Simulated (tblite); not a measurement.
Start geometry of `O=C(F)[C@H]1C[C@H]1C(=O)F` from a force field or distance geometry (Å):
```
atom  x, y, z in Å
O1    -0.2723    2.1359   -0.4874
C2    -1.0506    1.3587    0.0012
F3    -2.1594    1.9163    0.5997
C4    -0.9511   -0.0971    0.0717
C5    -0.2445   -0.9461   -0.9145
C6     0.3977   -0.6809    0.4114
C7     1.6260    0.1225    0.3764
O8     1.9367    0.9881   -0.3958
F9     2.5622   -0.1442    1.3658
H10   -1.8396   -0.6449    0.5742
H11   -0.5955   -2.0126   -1.0088
H12    0.2299   -0.5059   -1.8193
H13    0.3562   -1.4893    1.2075
```

What comes out of this run: tblite, GFN2-xTB geometry optimisation, gas phase?

```
atom  x, y, z in Å
O1    -0.4762    2.0679   -0.7933
C2    -1.0442    1.3411   -0.0618
F3    -2.0117    1.8363    0.7695
C4    -0.9253   -0.1163    0.1316
C5    -0.2572   -0.9364   -0.9297
C6     0.4536   -0.7403    0.3709
C7     1.6511    0.1231    0.4099
O8     2.1059    0.8431   -0.4021
F9     2.2835   -0.0273    1.6138
H10   -1.7373   -0.5444    0.7060
H11   -0.6605   -1.9110   -1.1545
H12    0.1369   -0.3937   -1.7771
H13    0.4771   -1.5417    1.0992
```

The energy falls by 11.8 kcal/mol over 59 L-BFGS steps, the largest force on an atom goes from 2.69 to 0.009 eV/Å, and the atoms move by 0.205 Å rms after alignment. The bond that changes most is C4–H10 (sp3 carbon next to a carbonyl to methine hydrogen), which shortens by 0.076 Å. Bonds longer at the end by more than 0.005 Å: 4 of 13; shorter: 8. Among the angles that change most is C5–C4–H10, from 112.6° to 119.6°. Among the dihedrals that turn most is C4–C6–C7–O8, from -37° to -60°. Rotational constants go from 2804, 1159, 1017 to 2593, 1163, 1086 MHz. The orientation of the end geometry is arbitrary; only internal coordinates are fixed.

Its GFN2-xTB frequencies are all real (lowest 28 cm⁻¹). The numbers are those of one conformer.

These are computed values.
